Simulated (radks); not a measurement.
Question: Species: In13+. Configuration: [Kr] (the NIST ground configuration). All-electron calculation, Dirac Kohn-Sham, PBE, spin-unpolarised, spherical densities, finite nucleus; Fermi nuclear charge, rms radius 4.6156 fm. Program: a radial shooting solver on a logarithmic mesh with Libxc functionals.

Spin-orbit splittings of the eigenvalues, e(l+1/2) - e(l-1/2), with zeta = 2 splitting/(2l+1) and mean radii in bohr:

shell  occ.  splitting (eV)  zeta (eV)  <r> j=l-1/2  <r> j=l+1/2
2p        6           210.9      140.6       0.1084       0.1137
3p        6           38.57      25.71       0.3375       0.3483
3d       10           7.971      3.188       0.3190       0.3224
4p        6               ?          ?       0.8091       0.8284

Estimate the 4p splitting.

Answer: 8.638 eV (zeta = 5.759 eV).
